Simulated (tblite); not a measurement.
Compound: 2-methyl-1,5-hexadiene, C7H12.
Atom-mapped SMILES: `[CH2:1]=[CH:2][CH2:3][CH2:4][C:5](=[CH2:6])[CH3:7]` (hydrogens: H8, H9 on C1; H10 on C2; H11, H12 on C3; H13, H14 on C4; H15, H16 on C6; H17, H18, H19 on C7)

Computed with GFN2-xTB (tblite), gas phase: Langevin dynamics at 300 K from the optimised GFN2-xTB geometry, time step 0.5 fs, friction 0.01 fs⁻¹, 2000 steps.

Start geometry:
```
atom  x, y, z in Å
C1      2.924   -0.461   -0.496
C2      1.687   -0.329   -0.054
C3      0.933    0.962   -0.021
C4     -0.403    0.860   -0.776
C5     -1.329   -0.173   -0.195
C6     -1.657   -1.268   -0.862
C7     -1.857    0.111    1.179
H8      3.433   -1.410   -0.500
H9      3.486    0.381   -0.867
H10     1.142   -1.190    0.311
H11     1.537    1.755   -0.466
H12     0.737    1.235    1.020
H13    -0.893    1.837   -0.742
H14    -0.197    0.619   -1.820
H15    -2.325   -2.007   -0.452
H16    -1.270   -1.472   -1.846
H17    -2.270    1.118    1.228
H18    -1.058    0.043    1.917
H19    -2.632   -0.601    1.451
```

The statistics below take the 31 frames saved every 25 fs from 250 to 1000 fs; their kinetic temperature (all 3N coordinates) averages 298 K.

**Question.** How do the bond lengths spread?

**Answer.** 
```tsv
bond	start (Å)	mean (Å)	standard deviation (Å)	shortest (Å)	longest (Å)
C1=C2	1.319	1.323	0.017	1.296	1.358
C2–C3	1.495	1.505	0.037	1.425	1.589
C3–C4	1.538	1.540	0.028	1.490	1.608
C4–C5	1.504	1.511	0.025	1.448	1.571
C5=C6	1.323	1.326	0.017	1.295	1.356
C5–C7	1.499	1.500	0.029	1.438	1.579
C1–H8	1.077	1.076	0.029	1.020	1.152
C1–H9	1.078	1.086	0.034	0.997	1.154
C2–H10	1.082	1.090	0.036	1.025	1.143
C3–H11	1.092	1.101	0.036	1.018	1.184
C3–H12	1.093	1.099	0.029	1.033	1.176
C4–H13	1.094	1.101	0.039	1.029	1.185
C4–H14	1.092	1.096	0.021	1.051	1.151
C6–H15	1.077	1.081	0.015	1.053	1.114
C6–H16	1.077	1.081	0.031	1.027	1.134
C7–H17	1.089	1.088	0.026	1.038	1.144
C7–H18	1.090	1.090	0.024	1.042	1.132
C7–H19	1.087	1.090	0.031	1.025	1.170
```

**Question.** Give the same statistics for bond angles, one of each kind among heavy atoms.

**Answer.** 
```tsv
angle	start (°)	mean (°)	standard deviation (°)	smallest (°)	largest (°)
C1–C2–C3	124.5	123.8	3.7	117.8	135.3
C2–C3–C4	111.7	112.0	4.1	103.0	119.0
C3–C4–C5	113.0	114.5	4.0	108.2	123.3
C4–C5–C6	121.8	121.2	2.8	116.7	128.7
C4–C5–C7	116.1	116.3	3.7	109.0	124.1
C6–C5–C7	122.1	121.9	2.6	117.5	127.4
```

**Question.** Follow the torsions C1–C2–C3–C4, C2–C3–C4–C5 and C3–C4–C5–C6 through every second one of these frames.

**Answer.** 
```json
{"t (fs)": "250", "C1–C2–C3–C4 (°)": "109", "C2–C3–C4–C5 (°)": "72", "C3–C4–C5–C6 (°)": "-133"}
{"t (fs)": "300", "C1–C2–C3–C4 (°)": "92", "C2–C3–C4–C5 (°)": "64", "C3–C4–C5–C6 (°)": "-124"}
{"t (fs)": "350", "C1–C2–C3–C4 (°)": "85", "C2–C3–C4–C5 (°)": "60", "C3–C4–C5–C6 (°)": "-125"}
{"t (fs)": "400", "C1–C2–C3–C4 (°)": "91", "C2–C3–C4–C5 (°)": "63", "C3–C4–C5–C6 (°)": "-139"}
{"t (fs)": "450", "C1–C2–C3–C4 (°)": "87", "C2–C3–C4–C5 (°)": "55", "C3–C4–C5–C6 (°)": "-144"}
{"t (fs)": "500", "C1–C2–C3–C4 (°)": "99", "C2–C3–C4–C5 (°)": "68", "C3–C4–C5–C6 (°)": "-139"}
{"t (fs)": "550", "C1–C2–C3–C4 (°)": "125", "C2–C3–C4–C5 (°)": "54", "C3–C4–C5–C6 (°)": "-123"}
{"t (fs)": "600", "C1–C2–C3–C4 (°)": "143", "C2–C3–C4–C5 (°)": "59", "C3–C4–C5–C6 (°)": "-134"}
{"t (fs)": "650", "C1–C2–C3–C4 (°)": "152", "C2–C3–C4–C5 (°)": "86", "C3–C4–C5–C6 (°)": "-129"}
{"t (fs)": "700", "C1–C2–C3–C4 (°)": "165", "C2–C3–C4–C5 (°)": "82", "C3–C4–C5–C6 (°)": "-129"}
{"t (fs)": "750", "C1–C2–C3–C4 (°)": "156", "C2–C3–C4–C5 (°)": "76", "C3–C4–C5–C6 (°)": "-132"}
{"t (fs)": "800", "C1–C2–C3–C4 (°)": "137", "C2–C3–C4–C5 (°)": "56", "C3–C4–C5–C6 (°)": "-131"}
{"t (fs)": "850", "C1–C2–C3–C4 (°)": "127", "C2–C3–C4–C5 (°)": "58", "C3–C4–C5–C6 (°)": "-126"}
{"t (fs)": "900", "C1–C2–C3–C4 (°)": "120", "C2–C3–C4–C5 (°)": "48", "C3–C4–C5–C6 (°)": "-114"}
{"t (fs)": "950", "C1–C2–C3–C4 (°)": "122", "C2–C3–C4–C5 (°)": "70", "C3–C4–C5–C6 (°)": "-104"}
{"t (fs)": "1000", "C1–C2–C3–C4 (°)": "121", "C2–C3–C4–C5 (°)": "92", "C3–C4–C5–C6 (°)": "-120"}
```

Largest departure from the start value over all these frames: C1–C2–C3–C4 41° (start 125°), C2–C3–C4–C5 31° (start 61°), C3–C4–C5–C6 31° (start -113°).

**Question.** How widely does the potential energy scatter, against a harmonic estimate?

**Answer.** Mean 0.66 eV above the start, standard deviation 0.109 eV, range 0.44 to 0.91 eV. For 51 classical harmonic modes at 300 K the canonical values are 51kT/2 = 0.66 eV and kT·√(51/2) = 0.131 eV.

The run is classical and short, so these are rough statistics of one trajectory.

What follows is the cost of the whole dynamics run. The run took 9.0 s on one thread of an Arm Neoverse V2, shared host with 96 logical CPUs at a one-minute load of 40, and the process peaked at 0.18 GiB of memory.
